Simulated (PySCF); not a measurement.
**Ca(14+) (calcium, charge +14) across methods**

[He] 2s2 2p2, high-spin 3P determinant. Computed with PySCF 2.14 in an uncontracted even-tempered set (18 s from 2.1 bohr⁻², ratio 2.2; 11 p from 2.7 bohr⁻², ratio 2.2; 6 d from 13 bohr⁻², ratio 2.4; 5 f from 19 bohr⁻², ratio 2.4; 5 g from 29 bohr⁻², ratio 2.4), with no relativity, point nucleus.

```tsv
method	E (hartree)	mean ε 2s α (eV)	mean ε 2s β (eV)	mean ε 2p α (eV)	Σ⟨r²⟩ (bohr²)	⟨S²⟩
UHF	-537.87464	-948.97	-918.90	-894.56	0.4832	2.000
PBE0	-537.920	-918.94	-900.74	-866.18	0.4836	2.000
r2SCAN	-538.020	-913.34	-895.53	-860.82	0.4833	2.000
B3LYP	-538.003	-917.00	-899.59	-864.70	0.4837	2.000
LDA	-536.275	-906.81	-892.32	-855.09	0.4849	2.000
PBE	-537.877	-908.57	-894.04	-856.43	0.4839	2.000
```

**Question.** Estimate the same row for BP86.

**Answer.** E (hartree) = -538.119; mean ε 2s α (eV) = -908.86; mean ε 2s β (eV) = -894.72; mean ε 2p α (eV) = -856.62; Σ⟨r²⟩ (bohr²) = 0.4832; ⟨S²⟩ = 2.000.
